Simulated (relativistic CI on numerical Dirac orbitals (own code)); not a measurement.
Ta48+: sensitivity of the levels to the model

Base calculation: Dirac-Coulomb-Breit CI, separate exchange-only KLI orbitals for each configuration, model QED, unscaled Slater integrals.

Configuration list (outside the closed core [Ne]): 3s2.3p6.3d7, 3s2.3p5.3d8, 3s2.3p4.3d9, 3s.3p6.3d8, 3p6.3d9, 3s.3p5.3d9, 3s2.3p6.3d6.4s, 3s2.3p6.3d6.4p, 3s2.3p4.3d8.4s, 3s2.3p6.3d6.4d, 3s2.3p4.3d8.4p, 3s2.3p5.3d7.4s, 3s2.3p6.3d6.4f, 3s2.3p4.3d8.4d, 3s.3p5.3d8.4s, 3s2.3p5.3d7.4p, 3s.3p5.3d8.4p, 3s2.3p5.3d7.4d, 3s2.3p6.3d5.4s2, 3s.3p5.3d8.4d, 3s.3p6.3d7.4s, 3p6.3d8.4s, 3s2.3p6.3d5.4s.4p, 3s2.3p5.3d7.4f, 3p6.3d8.4p, 3s.3p6.3d7.4p, 3s2.3p6.3d6.5s, 3s2.3p6.3d5.4p2, 3s2.3p6.3d6.5p, 3p6.3d8.4d, 3s2.3p5.3d6.4s2, 3s2.3p6.3d6.5d, 3s2.3p6.3d6.5f, 3s.3p6.3d6.4s2, 3s2.3p5.3d7.5s, 3s2.3p6.3d6.6s. Levels of other configurations are missing.

Variants: (1) valence Slater integrals scaled by 0.9; (2) only the first 3 configurations. Shifts of the energy above 3s2.3p6.3d7 4F_9/2, in eV, for the lowest level and the first level of each name with at least 55 % of one term (blank where a level changes its place among those of its configuration and J or its character, or is not in the variant):

| Level | Base | Δ(1) | Δ(2) |
| --- | --- | --- | --- |
| 3s2.3p6.3d7 4F_9/2 | 0.000 | 0.000 | 0.000 |
| 3s2.3p6.3d7 4F_7/2 | 61.169 | +0.366 | -0.042 |
| 3s2.3p6.3d7 4P_5/2 | 73.181 | -0.703 | -0.024 |
| 3s2.3p6.3d7 2H_11/2 | 76.435 | -1.370 | +0.067 |
| 3s2.3p6.3d7 2F_5/2 | 87.979 | -2.408 | +0.127 |
| 3s2.3p6.3d7 2D_3/2 | 105.742 | -3.863 | -0.070 |
| 3s2.3p6.3d7 4F_5/2 | 129.739 | -0.110 | -0.047 |
| 3s2.3p5.3d8 4G°_11/2 | 397.619 | +2.081 | -1.203 |
| 3s2.3p5.3d8 2D°_5/2 | 409.347 | +1.003 | -0.328 |
| 3s2.3p5.3d8 2F°_7/2 | 410.498 | +0.914 | -0.363 |
| 3s2.3p5.3d8 4F°_9/2 | 417.236 | +0.131 | -0.391 |
| 3s2.3p5.3d8 4G°_9/2 | 467.687 | +1.279 | -1.019 |
| 3s2.3p5.3d8 2H°_11/2 | 489.767 | -1.210 | -0.967 |
| 3s2.3p5.3d8 2G°_9/2 | 507.018 | -2.405 | -0.399 |

At this charge energies of transitions that change n are usually good to better than 1 %, and those within a shell (Δn = 0) to a few per cent.

Ionisation energy from the two ground configurations alone: base 4278.69 eV. The NIST ASD value (theoretical) is 4278 eV.

LS names give the leading component of a level, which can be under half, so a name can repeat, a term be missing and a line seem to break the LS rules.
